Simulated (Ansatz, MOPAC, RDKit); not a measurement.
Relaxed torsion scan: SMILES c1coc(-c2ccco2)c1 (C8H6O2). Scanned: dihedral O3–C4–C5–O9; all other coordinates were relaxed at B3LYP-D3(BJ)/def2-SVP. Points at φ and −φ are mirror images. Heavy atoms are numbered in the order of the SMILES c1coc(-c2ccco2)c1, hydrogens after them in the order of the atoms that carry them; the mirror image has the same energies with the sign of each dihedral reversed.

PM7, restricted, heats of formation // B3LYP-D3(BJ)/def2-SVP (MOPAC); RHF/cc-pVDZ // B3LYP-D3(BJ)/def2-SVP (Ansatz, a first-principles code); UFF // B3LYP-D3(BJ)/def2-SVP (RDKit).

Energies in kcal/mol, each method relative to its own lowest point.

```csv
φ / °,PM7,RHF/cc-pVDZ,UFF
-165,0.0,0.0,1.9
-135,0.9,2.8,5.1
-105,1.8,5.1,9.3
-75,1.9,4.5,8.3
-45,0.9,2.7,3.5
-15,0.2,2.2,0.0
15,0.2,2.2,0.0
45,0.9,2.7,3.5
75,1.9,4.5,8.3
105,1.8,5.1,9.3
135,0.9,2.8,5.1
165,0.0,0.0,1.9
```
